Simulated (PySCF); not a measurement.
PySCF input for H3Si2, SMILES [Si][SiH3] (connectivity only; charge and spin as stated), neutral, multiplicity 2, PBE-D3(BJ)/def2-TZVP. Coordinates come from a PBE-D3(BJ)/def2-TZVP optimisation. The isomer is the one that the SMILES or the coordinates give; other isomers of the formula were not compared.

```python
import numpy as np
from pyscf import gto, scf, dft, df
from pyscf.hessian import thermo

mol = gto.M(
    atom='''
    Si   -1.26099802    0.03215938   -0.00000000
    Si    0.99139609    0.07341956    0.00000000
    H     1.87312360   -0.11101598    1.20624893
    H     0.02817987   -1.25607330    0.00000001
    H     1.87312360   -0.11101598   -1.20624895
    ''',
    basis='def2-TZVP',
    charge=0,
    spin=1,
    max_memory=1600,
    verbose=3,
)
mf = dft.UKS(mol, xc='pbe').density_fit(auxbasis='def2-universal-jkfit')
mf.disp = 'd3bj'
mf.grids.level = 3
mf.conv_tol = 1e-11
mf.max_cycle = 100
mf.kernel()
fine, coarse = mf.grids, dft.Grids(mol).set(level=1).build(with_non0tab=True)
for _ in range(3):  # follow internal instabilities
    mf.grids = coarse
    mo, _, stable, _ = mf.stability(return_status=True, nroots=4)
    mf.grids = fine
    if stable:
        break
    mf.kernel(mf.make_rdm1(mo, mf.mo_occ))

# [left out here: the lines that compute and print the analytic Hessian (its translational invariance restored by hand, since the grid's response is missing), thermochemistry and intensities]
```

Log of the run:

```

WARN: HOMO -0.163814577960713 >= LUMO -0.163814577960716

converged SCF energy = -580.404295539874  <S^2> = 0.75677753  2S+1 = 2.0067661
<class 'pyscf.df.df_jk.DFUKS'> wavefunction is stable in the internal stability analysis

WARN: DFTD3 does not support analytical Hessian, using finite difference


WARN: Mole.unit (angstrom) is changed to Bohr

Mode                                 0                   1                   2
Irrep
Freq [cm^-1]                      377.5659            463.5924            517.2028
Reduced mass [au]                   1.1175              3.2879              1.5962
Force const [Dyne/A]                0.0939              0.4163              0.2516
Char temp [K]                     543.2333            667.0062            744.1397
Normal mode                   x     y     z       x     y     z       x     y     z
       0  Si                -0.00 -0.00  0.03   -0.11 -0.02 -0.00    0.08 -0.02 -0.00
       1  Si                 0.00  0.00 -0.05    0.11  0.04  0.00   -0.06  0.05  0.00
       2   H                -0.53  0.08  0.35    0.06 -0.35 -0.02   -0.12 -0.49 -0.03
       3   H                -0.00  0.00 -0.28   -0.11  0.13  0.00   -0.29  0.12  0.00
       4   H                 0.53 -0.08  0.35    0.06 -0.35  0.02   -0.12 -0.49  0.03
Mode                                 3                   4                   5
Irrep
Freq [cm^-1]                      608.7053            899.4200            973.6423
Reduced mass [au]                   1.0293              1.0243              1.0547
Force const [Dyne/A]                0.2247              0.4882              0.5891
Char temp [K]                     875.7915           1294.0652           1400.8545
Normal mode                   x     y     z       x     y     z       x     y     z
       0  Si                 0.00 -0.00  0.00   -0.00  0.00  0.00    0.01 -0.01  0.00
       1  Si                -0.00  0.00  0.03    0.02  0.00 -0.00    0.03 -0.01  0.00
       2   H                 0.19  0.41 -0.05   -0.52 -0.07  0.36   -0.20  0.24  0.20
       3   H                -0.00 -0.00 -0.74    0.42 -0.05  0.00   -0.77  0.26 -0.00
       4   H                -0.19 -0.41 -0.05   -0.52 -0.07 -0.36   -0.20  0.24 -0.20
Mode                                 6                   7                   8
Irrep
Freq [cm^-1]                     1561.7557           2092.4286           2103.8788
Reduced mass [au]                   1.0373              1.0315              1.0530
Force const [Dyne/A]                1.4906              2.6608              2.7461
Char temp [K]                    2247.0187           3010.5389           3027.0132
Normal mode                   x     y     z       x     y     z       x     y     z
       0  Si                -0.00  0.01  0.00    0.00 -0.00 -0.00   -0.00  0.00 -0.00
       1  Si                 0.01  0.03 -0.00    0.03 -0.00  0.00   -0.00  0.00  0.04
       2   H                -0.02 -0.02  0.05   -0.39  0.08 -0.57   -0.40  0.09 -0.55
       3   H                -0.29 -0.93  0.00   -0.02 -0.03 -0.00    0.00 -0.00 -0.00
       4   H                -0.02 -0.02 -0.05   -0.39  0.08  0.57    0.40 -0.09 -0.55
temperature 298.1500 [K]
pressure 101325.00 [Pa]
Rotational constants [GHz] 107.79393 6.25040 6.16062
Symmetry number 1
Zero-point energy (ZPE) 0.02187 [Eh]   57409.937 [J/mol]
                           tot       elec      trans        rot        vib
Entropy [J/mol/K]       269.947      5.763    159.641     91.528     13.016
Cv [J/mol/K]             50.292      0.000     12.472     12.472     25.348
Cp [J/mol/K]             58.606      0.000     20.786     12.472     25.348
Internal energy [J/mol]                      3718.434   3718.434  60168.476
Internal energy [Eh]   -580.37855  -580.40430
Enthalpy [J/mol]                             6197.391   3718.434  60168.476
Enthalpy [Eh]          -580.37760
Gibbs free energy [J/mol]                  -41399.438 -23570.672  56287.851
Gibbs free energy [Eh] -580.40826
mode   freq/cm-1   IR/(km/mol)
   1      377.57         3.591
   2      463.59         2.986
   3      517.20        13.007
   4      608.71         8.382
   5      899.42        27.399
   6      973.64       324.615
   7     1561.76        73.393
   8     2092.43       149.118
   9     2103.88        98.641
max |gradient| / (hartree/bohr): 3.545383648950066e-05
APT charges: [ 0.1445  0.5082 -0.2022 -0.2484 -0.2022]
```

The run converged.
